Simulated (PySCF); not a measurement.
CH5AsGa (SMILES [CH3][Ga][AsH2]), doublet, geometry from GFN2-xTB (such geometries of metal compounds can be far from the true shape) (the spin is typed, not shown lowest); BHANDHLYP/cc-pVDZ (PySCF).

Here is a job for PySCF.
```python
from pyscf import gto, scf, dft

mol = gto.Mole()
mol.atom = '''
    Ga   -0.724184    0.908513   -0.004823
    C    -0.410976    1.788936   -1.943460
    H    -1.061875    2.637053   -2.172952
    H    -0.568045    1.028522   -2.717213
    H     0.626624    2.132355   -2.025927
    As    0.795720   -1.250189    0.543817
    H     0.018954   -1.764125   -0.650730
    H    -0.358844   -1.675088    1.431117
'''
mol.basis = 'cc-pvdz'
mol.charge = 0
mol.spin = 1
mol.verbose = 4
mol.build()

mf = dft.UKS(mol)
mf.xc = 'bhandhlyp'
mf.kernel()
```

What the program printed (banner, timings and long lists left out):

```
PySCF version 2.14.0

[INPUT] verbose = 4
[INPUT] num. atoms = 8
[INPUT] num. electrons = 75
[INPUT] charge = 0
[INPUT] spin (= nelec alpha-beta = 2S) = 1
[INPUT] symmetry False subgroup None
[INPUT] Mole.unit = angstrom
[INPUT] Symbol           X                Y                Z      unit          X                Y                Z       unit  Magmom
[INPUT]  1 Ga    -0.724184000000   0.908513000000  -0.004823000000 AA   -1.368509423792   1.716840750607  -0.009114149099 Bohr   0.0
[INPUT]  2 C     -0.410976000000   1.788936000000  -1.943460000000 AA   -0.776632083769   3.380599094375  -3.672607134047 Bohr   0.0
[INPUT]  3 H     -1.061875000000   2.637053000000  -2.172952000000 AA   -2.006652928523   4.983307945963  -4.106284161826 Bohr   0.0
[INPUT]  4 H     -0.568045000000   1.028522000000  -2.717213000000 AA   -1.073449476429   1.943624893090  -5.134788392108 Bohr   0.0
[INPUT]  5 H      0.626624000000   2.132355000000  -2.025927000000 AA    1.184147743079   4.029566950347  -3.828447178362 Bohr   0.0
[INPUT]  6 As     0.795720000000  -1.250189000000   0.543817000000 AA    1.503692871839  -2.362514813944   1.027665191883 Bohr   0.0
[INPUT]  7 H      0.018954000000  -1.764125000000  -0.650730000000 AA    0.035817868965  -3.333713099498  -1.229701481038 Bohr   0.0
[INPUT]  8 H     -0.358844000000  -1.675088000000   1.431117000000 AA   -0.678116881443  -3.165457554545   2.704419182209 Bohr   0.0

nuclear repulsion = 347.951913189156
number of shells = 32
number of NR pGTOs = 215
number of NR cGTOs = 93
basis = cc-pvdz
ecp = {}

******** <class 'pyscf.dft.uks.UKS'> ********
method = UKS
initial guess = minao
damping factor = 0
level_shift factor = 0
DIIS = <class 'pyscf.scf.diis.CDIIS'>
diis_start_cycle = 1
diis_space = 8
diis_damp = 0
SCF conv_tol = 1e-09
SCF conv_tol_grad = None
SCF max_cycles = 50
direct_scf = True
direct_scf_tol = 1e-13
number electrons alpha = 38  beta = 37
XC library pyscf.dft.libxc version 7.1.2
    S. Lehtola, C. Steigemann, M. J. T. Oliveira, and M. A. L. Marques,  SoftwareX 7, 1–5 (2018)
XC functionals = bhandhlyp
    A. D. Becke,  J. Chem. Phys. 98, 1372 (1993)
    Defined through Gaussian implementation.
radial grids:
    Treutler-Ahlrichs [JCP 102, 346 (1995); DOI:10.1063/1.469408] (M4) radial grids

becke partition: Becke, JCP 88, 2547 (1988); DOI:10.1063/1.454033
pruning grids: <function nwchem_prune>
grids dens level: 3
symmetrized grids: False
atomic radii adjust function: <function treutler_atomic_radii_adjust>
small_rho_cutoff = 0
Set gradient conv threshold to 3.16228e-05
tot grids = 104488
init E= -4200.2706104946

cycle= 1 E= -4201.64112181907  delta_E= -1.37  |g|= 0.207  |ddm|= 1.57
cycle= 2 E= -4201.65358120215  delta_E= -0.0125  |g|= 0.189  |ddm|= 0.494
cycle= 3 E= -4201.67664227361  delta_E= -0.0231  |g|= 0.0184  |ddm|= 0.186
cycle= 4 E= -4201.67715665211  delta_E= -0.000514  |g|= 0.0121  |ddm|= 0.0556
cycle= 5 E= -4201.67729917292  delta_E= -0.000143  |g|= 0.00285  |ddm|= 0.0214
cycle= 6 E= -4201.67731932115  delta_E= -2.01e-05  |g|= 0.00087  |ddm|= 0.0106
cycle= 7 E= -4201.67732184208  delta_E= -2.52e-06  |g|= 0.000296  |ddm|= 0.00391
cycle= 8 E= -4201.67732210994  delta_E= -2.68e-07  |g|= 0.000138  |ddm|= 0.00108
cycle= 9 E= -4201.677322171  delta_E= -6.11e-08  |g|= 4.35e-05  |ddm|= 0.000584
cycle= 10 E= -4201.67732217756  delta_E= -6.56e-09  |g|= 1.65e-05  |ddm|= 0.000186
cycle= 11 E= -4201.67732217845  delta_E= -8.87e-10  |g|= 7.99e-06  |ddm|= 6.26e-05
Extra cycle  E= -4201.67732217864  delta_E= -1.93e-10  |g|= 5.57e-06  |ddm|= 2.5e-05
converged SCF energy = -4201.67732217864  <S^2> = 0.76363973  2S+1 = 2.0135935
```
